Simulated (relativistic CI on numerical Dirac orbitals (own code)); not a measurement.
From line strength to rate: Cs 8943.47 Å (air)

Problem. For 6s 2S_1/2 – 6p 2P°_1/2 of Cs a semi-empirical relativistic CI calculation gives the line strength S = 27 e²a₀² in the length gauge. The measured levels are 0.00 and 11178.27 cm⁻¹ (NIST Handbook). Find gf, f, A and the partial lifetime.

Working.
1. σ = 11178.27 − 0.00 = 11178.27 cm⁻¹, so the vacuum wavelength is 10⁸/σ = 8945.93 Å.
2. gf = 303.756 S/λ(Å) = 0.9167, log gf = -0.038; with g = 2 for the lower level, f = 0.458.
3. A = 2.02613 × 10¹⁸ S/(g_u λ³) with g_u = 2: A = 3.82 × 10^7 s⁻¹.
4. The partial lifetime for this S is 1/A = 26.2 ns; in the calculation this line carries 100 % of the decay of the upper level.

Check. The Handbook lists A = 2.87 × 10^7 s⁻¹, a tabulated value with its own uncertainty (a few per cent for the best lines, 25 % or more for others); ours lies 33 % above it. The velocity form of the same calculation gives S = 19.1, and the gap between the two forms is a rough gauge of the error in S. A miss this large is common for lines of near-neutral atoms, where core polarisation and correlation outside the CI space change S. With the computed energy (10898 cm⁻¹) in place of the measured one the rate would change by the factor (σ_calc/σ)³ = 0.93.
